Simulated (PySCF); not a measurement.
C$_{4}$H$_{6}$F$_{2}$ (SMILES C=C(F)[C@H](C)F), singlet, geometry from GFN2-xTB, with bond 10-5 at 1.6 times its length; HF/3-21G run with PySCF.

The PySCF input:
```python
from pyscf import gto, scf

mol = gto.Mole()
mol.atom = '''
    C     1.664644    0.075968    0.766670
    C     0.674830    0.391070   -0.042644
    F     0.653551    1.585051   -0.681094
    C    -0.540172   -0.429780   -0.380467
    C    -1.797148    0.136799    0.270954
    F    -0.344283   -1.725085    0.047593
    H     1.671622   -0.873939    1.266211
    H     2.484206    0.750048    0.935829
    H    -0.655979   -0.478691   -1.472751
    H    -1.616033    0.128657    2.001610
    H    -1.954061    1.156320   -0.069589
    H    -2.658173   -0.469488    0.002115
'''
mol.basis = '3-21g'
mol.charge = 0
mol.spin = 0
mol.verbose = 4
mol.build()

mf = scf.RHF(mol)
mf.init_guess = 'sap'
mf.kernel()
mf.analyze()
```

It wrote (shortened):

```
PySCF version 2.14.0

[INPUT] verbose = 4
[INPUT] num. atoms = 12
[INPUT] num. electrons = 48
[INPUT] charge = 0
[INPUT] spin (= nelec alpha-beta = 2S) = 0
[INPUT] symmetry False subgroup None
[INPUT] Mole.unit = angstrom
[INPUT] Symbol           X                Y                Z      unit          X                Y                Z       unit  Magmom
[INPUT]  1 C      1.664644000000   0.075968000000   0.766670000000 AA    3.145721254900   0.143558714231   1.448796327920 Bohr   0.0
[INPUT]  2 C      0.674830000000   0.391070000000  -0.042644000000 AA    1.275243880640   0.739015195534  -0.080585480856 Bohr   0.0
[INPUT]  3 F      0.653551000000   1.585051000000  -0.681094000000 AA    1.235032398436   2.995312283468  -1.287081125085 Bohr   0.0
[INPUT]  4 C     -0.540172000000  -0.429780000000  -0.380467000000 AA   -1.020777140159  -0.812166493816  -0.718978429435 Bohr   0.0
[INPUT]  5 C     -1.797148000000   0.136799000000   0.270954000000 AA   -3.396117525310   0.258512644114   0.512028852355 Bohr   0.0
[INPUT]  6 F     -0.344283000000  -1.725085000000   0.047593000000 AA   -0.650600579344  -3.259938191595   0.089937735446 Bohr   0.0
[INPUT]  7 H      1.671622000000  -0.873939000000   1.266211000000 AA    3.158907763798  -1.651505359576   2.392792005912 Bohr   0.0
[INPUT]  8 H      2.484206000000   0.750048000000   0.935829000000 AA    4.694468977001   1.417385300278   1.768460509426 Bohr   0.0
[INPUT]  9 H     -0.655979000000  -0.478691000000  -1.472751000000 AA   -1.239620653466  -0.904594888294  -2.783096039679 Bohr   0.0
[INPUT] 10 H     -1.616033000000   0.128657000000   2.001610000000 AA   -3.053859778259   0.243126494008   3.782494708191 Bohr   0.0
[INPUT] 11 H     -1.954061000000   1.156320000000  -0.069589000000 AA   -3.692640120694   2.185128112357  -0.131504151282 Bohr   0.0
[INPUT] 12 H     -2.658173000000  -0.469488000000   0.002115000000 AA   -5.023218961713  -0.887203738770   0.003996770753 Bohr   0.0

nuclear repulsion = 241.602541910984
number of shells = 42
number of NR pGTOs = 108
number of NR cGTOs = 66
basis = 3-21g
ecp = {}

******** <class 'pyscf.scf.hf.RHF'> ********
method = RHF
initial guess = sap
damping factor = 0
level_shift factor = 0
DIIS = <class 'pyscf.scf.diis.CDIIS'>
diis_start_cycle = 1
diis_space = 8
diis_damp = 0
SCF conv_tol = 1e-09
SCF conv_tol_grad = None
SCF max_cycles = 50
direct_scf = True
direct_scf_tol = 1e-13
Set gradient conv threshold to 3.16228e-05
Initial guess from superposition of atomic potentials (doi:10.1021/acs.jctc.8b01089)
This is the Gaussian fit version as described in doi:10.1063/5.0004046.
Found SAP basis sapgrasplarge
  HOMO = -0.753106656113287  LUMO = -0.633290373047416  gap/eV = 3.26037
init E= -349.084463432411
  HOMO = 0.105378651858044  LUMO = 0.275741053791066  gap/eV = 4.63580
cycle= 1 E= -350.948676831093  delta_E= -1.86  |g|= 1.99  |ddm|= 5.61
  HOMO = -0.434624665360182  LUMO = -0.0238394986486901  gap/eV = 11.17803
cycle= 2 E= -351.45290888039  delta_E= -0.504  |g|= 1.32  |ddm|= 2.95
  HOMO = -0.393636649923578  LUMO = 0.114563632760557  gap/eV = 13.82883
cycle= 3 E= -351.7785296242  delta_E= -0.326  |g|= 0.0959  |ddm|=  1.2
  HOMO = -0.371754840686497  LUMO = 0.131327736982159  gap/eV = 13.68957
cycle= 4 E= -351.780753485256  delta_E= -0.00222  |g|= 0.0292  |ddm|= 0.108
  HOMO = -0.378349473522865  LUMO = 0.130197151790961  gap/eV = 13.83826
cycle= 5 E= -351.781054759245  delta_E= -0.000301  |g|= 0.00737  |ddm|= 0.0402
  HOMO = -0.37928056308628  LUMO = 0.130580101100662  gap/eV = 13.87402
cycle= 6 E= -351.781089648254  delta_E= -3.49e-05  |g|= 0.00343  |ddm|= 0.0162
  HOMO = -0.378988518793498  LUMO = 0.130689729317639  gap/eV = 13.86905
cycle= 7 E= -351.781094634858  delta_E= -4.99e-06  |g|= 0.000843  |ddm|= 0.00614
  HOMO = -0.378998943786668  LUMO = 0.130782215689523  gap/eV = 13.87185
cycle= 8 E= -351.781095162529  delta_E= -5.28e-07  |g|= 0.000293  |ddm|= 0.00234
  HOMO = -0.379030203577607  LUMO = 0.130818704911496  gap/eV = 13.87370
cycle= 9 E= -351.781095204504  delta_E= -4.2e-08  |g|= 9.27e-05  |ddm|= 0.000653
  HOMO = -0.379028258415676  LUMO = 0.130807725840382  gap/eV = 13.87334
cycle= 10 E= -351.781095209753  delta_E= -5.25e-09  |g|= 2.52e-05  |ddm|= 0.000225
  HOMO = -0.379027255609865  LUMO = 0.130809792940074  gap/eV = 13.87337
cycle= 11 E= -351.781095210088  delta_E= -3.35e-10  |g|= 7.57e-06  |ddm|= 6.38e-05
  HOMO = -0.379028425306719  LUMO = 0.13081043104486  gap/eV = 13.87342
Extra cycle  E= -351.78109521011  delta_E= -2.17e-11  |g|= 3.25e-06  |ddm|= 1.19e-05
converged SCF energy = -351.78109521011
**** SCF Summaries ****
Total Energy =                        -351.781095210109925
Nuclear Repulsion Energy =             241.602541910983973
One-electron Energy =                 -963.962042028162955
Two-electron Energy =                  370.578404907069114
Two-electron Coulomb Energy =          413.327534150638996
DFT Exchange-Correlation Energy =      -42.749129243569882
HOMO-LUMO gap [eV] =                    13.873421928178127
**** MO energy ****
MO #1   energy= -26.176610165787   occ= 2
MO #2   energy= -26.1522308544854  occ= 2
MO #3   energy= -11.2883464550018  occ= 2
MO #4   energy= -11.2807970924517  occ= 2
MO #5   energy= -11.2338927818371  occ= 2
MO #6   energy= -11.1775736681152  occ= 2
MO #7   energy= -1.61624891260588  occ= 2
MO #8   energy= -1.59138856633472  occ= 2
MO #9   energy= -1.09683556501112  occ= 2
MO #10  energy= -1.02640166275279  occ= 2
MO #11  energy= -0.888735975980095 occ= 2
MO #12  energy= -0.787976914484093 occ= 2
MO #13  energy= -0.739076064950364 occ= 2
MO #14  energy= -0.716606780233699 occ= 2
MO #15  energy= -0.688439802013613 occ= 2
MO #16  energy= -0.672172105692284 occ= 2
MO #17  energy= -0.641526149850735 occ= 2
MO #18  energy= -0.623462533281141 occ= 2
MO #19  energy= -0.584585049533415 occ= 2
MO #20  energy= -0.570984132568615 occ= 2
MO #21  energy= -0.539028350553356 occ= 2
MO #22  energy= -0.511683464360806 occ= 2
MO #23  energy= -0.418978323311738 occ= 2
MO #24  energy= -0.379028425306719 occ= 2
MO #25  energy= 0.13081043104486   occ= 0
MO #26  energy= 0.173117106321571  occ= 0
MO #27  energy= 0.264368810031067  occ= 0
MO #28  energy= 0.292534604844243  occ= 0
MO #29  energy= 0.320992121682553  occ= 0
MO #30  energy= 0.327047615959723  occ= 0
MO #31  energy= 0.342910658837312  occ= 0
MO #32  energy= 0.379088868157575  occ= 0
 ** Mulliken pop on meta-lowdin orthogonal AOs  **
 ** Mulliken pop  **
 ** Mulliken atomic charges  **
charge of    0C =     -0.26313
charge of    1C =      0.27639
charge of    2F =     -0.29203
charge of    3C =      0.22256
charge of    4C =     -0.20227
charge of    5F =     -0.32446
charge of    6H =      0.12816
charge of    7H =      0.12295
charge of    8H =      0.10903
charge of    9H =     -0.00744
charge of   10H =      0.11586
charge of   11H =      0.11438
Dipole moment(X, Y, Z, Debye): -0.65130,  0.23818, -0.31519
```
